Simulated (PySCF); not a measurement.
**Charge-transfer reorganisation: `InChI=1S/C5H10NP/c1-5-3-2-4-7(5)6/h3H,2,4,6H2,1H3`**

Geometry (Å), atoms numbered from 1 in this order:
```xyz
17

C     2.148   -1.179   -0.031
C     0.865   -0.404   -0.114
C     0.423    0.305   -1.181
C    -0.930    0.965   -1.080
C    -1.380    0.889    0.395
P    -0.351   -0.409    1.297
N    -1.233   -1.877    1.000
H     1.950   -2.248    0.219
H     2.807   -0.789    0.780
H     2.718   -1.149   -0.986
H     1.007    0.385   -2.119
H    -1.651    0.449   -1.761
H    -0.895    2.019   -1.442
H    -1.189    1.857    0.911
H    -2.458    0.653    0.529
H    -1.239   -2.275    0.051
H    -1.123   -2.602    1.715
```

Method: UKS PBE/def2-SV(P) four-point reorganisation energy, gas phase in PySCF. Geometry: PBE/def2-SV(P).

The conformer changes in this relaxation, which adds to the reorganisation energy.

(1) What is the inner reorganisation energy for hole transfer, with the ionisation energy?

## Answers

(1) λ = 0.766 (surface of the oxidised species) + 0.850 (surface of the starting species) = 1.616 eV. The ionisation energy is 7.84 eV vertical and 7.08 eV adiabatic without zero-point energy; at the relaxed geometry of the oxidised species the two energies differ by 6.23 eV. Largest bond changes: P6–C2 1.863 → 1.794 Å, P6–N7 1.738 → 1.684 Å, C5–P6 1.887 → 1.856 Å, C2–C3 1.355 → 1.369 Å, C3–C4 1.509 → 1.503 Å. ⟨S²⟩ of the relaxed oxidised species 0.753.
